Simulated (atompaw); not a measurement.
## PBE PAW (atompaw) dataset for Zn (Z = 30), scalar-relativistic all-electron reference.

```
Element                 : Zn
Generator               : atompaw 4.2.0.5
Type                    : PAW
Functional              : PBE
Relativity              : scalar-relativistic
Frozen core             : [Ne]
Valence charge          : 20
Reference configuration : 3s2 3p6 3d10 4s1 4p1
Partial waves           : 3s (bound): rc 1.05 bohr; 4s (bound): rc 1.60 bohr; 3p (bound): rc 0.75 bohr; 4p (bound): rc 1.05 bohr; 3d (bound): rc 1.60 bohr; 3d channel at -0.25 Ry: rc 1.60 bohr
Local potential         : troulliermartins scheme with l = 3 at 0 Ry, radius 1.50 bohr
Core correction         : smooth core density matched at 0.95 bohr
Augmentation charge     : besselshape compensation charge, radius 1.50 bohr; PAW radius 1.60 bohr; waves and projectors: custom rrkj gramschmidtortho
```

All-electron outer shells of the reference configuration (PBE, scalar-relativistic, ld1.x):

| shell | level (eV) | outermost node (bohr) | outermost maximum (bohr) |
| --- | --- | --- | --- |
| 2s | -1160.46 | 0.07 | 0.19 |
| 2p | -1006.17 | – | 0.15 |
| 3s | -131.48 | 0.28 | 0.59 |
| 3p | -85.65 | 0.25 | 0.59 |
| 3d | -12.34 | – | 0.57 |
| 4s | -7.40 | 0.85 | 2.04 |
| 4p | -2.10 | 0.92 | 2.89 |

What the tests gave:

| Item | Value |
| --- | --- |
| Cutoffs needed | 140 Ry and 260 Ry (the cutoffs (Ry, on a coarse ladder) from which the occupation-weighted sum of valence levels, in a spherical-Bessel basis at the reference potential, stays within 10 and 1 mRy of its value at 400 Ry) |
| Ghost test | ghost state, extra bound levels that the all-electron valence spectrum of the same l lacks: s at -16.3 eV; a true bound ghost makes a file unfit for plane-wave use (spherical-Bessel basis up to 400 Ry, 20 bohr box) |
| Lowest eigenvalue of the overlap operator | 0.24 (p channel) |
| Overlap eigenvalues printed by atompaw (projector basis) | 0.0322, 0.37, 0.712, 14, 42.7, 4.27e+04 |
| Share of each valence orbital outside the PAW sphere | 3s 0 %, 4s 84 %, 3p 1 %, 4p 96 %, 3d 10 % |

Generation and tests took about 12 s on one core of a shared server CPU.
